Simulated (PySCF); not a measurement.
## Mg (magnesium, neutral) across methods

[Ne] 3s1 3p1, high-spin 3P determinant (an excited configuration). Calculation: PySCF 2.14, in aug-cc-pVQZ-DK (7s6p4d3f2g, 84 functions); scalar relativity by spin-free X2C-1e.

| method | E (hartree) | mean ε 2p β (eV) | mean ε 3s α (eV) | mean ε 3p α (eV) | Σ⟨r²⟩ (bohr²) | ⟨S²⟩ |
| --- | --- | --- | --- | --- | --- | --- |
| BHandHLYP | -200.2868 | -56.455 | -7.658 | -3.606 | 34.79 | 2.000 |
| CAM-B3LYP | -200.2837 | -53.851 | -8.128 | -4.001 | 34.55 | 2.000 |
| UHF | -199.85428 | -63.419 | -9.299 | -5.002 | 35.13 | 2.000 |
| PBE | -200.1647 | -48.484 | -6.015 | -2.486 | 35.12 | 2.000 |
| LDA | -199.3332 | -48.641 | -6.124 | -2.441 | 35.32 | 2.000 |
| M06 | -200.2684 | -52.879 | -6.702 | -2.893 | 35.48 | 2.000 |
| r2SCAN | -200.2622 | -49.804 | -6.188 | -2.565 | 34.71 | 2.000 |

Q: Estimate the same row for PBE0.

A: E (hartree) = -200.1846; mean ε 2p β (eV) = -52.461; mean ε 3s α (eV) = -6.923; mean ε 3p α (eV) = -3.167; Σ⟨r²⟩ (bohr²) = 34.78; ⟨S²⟩ = 2.000.
